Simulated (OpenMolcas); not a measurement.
I+: effect of the active space

```
Program             : OpenMolcas
Method              : CASSCF
Basis               : ANO-RCC-MB
Scalar Hamiltonian  : DKH2, point nucleus
Spin-orbit coupling : RASSI with atomic mean-field integrals over the reference wave functions, term energies averaged over their components
```

A. 4 electrons in 3 orbitals (5p); 2S+1 = 3 even, 3 roots; 2S+1 = 1 even, 6 roots; cost about 2.4 core-seconds
B. 6 electrons in 4 orbitals (5s 5p); 2S+1 = 3 even, 3 roots; 2S+1 = 1 even, 6 roots; 2S+1 = 3 odd, 3 roots; 2S+1 = 1 odd, 3 roots; cost of the order of 9 core-seconds

Energies in cm-1 above 5s2 5p4 3P2, the measured ground level; measured values from NIST Handbook of Basic Atomic Spectroscopic Data.

| Level | A | B | Measured |
| --- | --- | --- | --- |
| 5s2 5p4 3P2 | 0.0 | 0.0 | 0.0 |
| 5s2 5p4 3P1 | 5345 | 5345 | 7087 |
| 5s2 5p4 3P0 | 5776 | 5349 | 6448 |
| 5s2 5p4 1D2 | 14003 | 14002 | 13727 |
| 5s2 5p4 1S0 | 30269 | 25572 | 29501 |

Deviations, from unrounded energies. A percentage is the sum of absolute deviations over the sum of measured energies, with the sign that they share, or ± where signs differ.

| Against measurement | Levels | A | B |
| --- | --- | --- | --- |
| mean absolute deviation (cm-1) | 4 | 860 | 1800 |
| fine structure of the ground term (%) | 2 | -17.8 | -21.0 |
| other terms of the ground configuration (%) | 2 | +2.4 | ±9.7 |

A lies closest to measurement on these levels. The largest miss of A in the table is 5s2 5p4 3P1, by -1700 cm-1. The ranking rests on the paired levels alone, and a cruder setting can come out closer through cancelling errors.

Between A and B the level of the table that moves most is 5s2 5p4 1S0, by 4700 cm-1 (lowest in B, highest in A).

With the s shell closed, the reference lacks s² → p² mixing (holds for A). Measured partners are found by configuration, term and J. A level has none where our copy of the source lacks it or the pairing is in doubt (some pairs that miss far off the trend of their configuration count as doubtful), and it then counts in no deviation. Levels of configurations outside the active space are missing. The table leaves out levels that lie high or whose names do not pair safely across all columns.
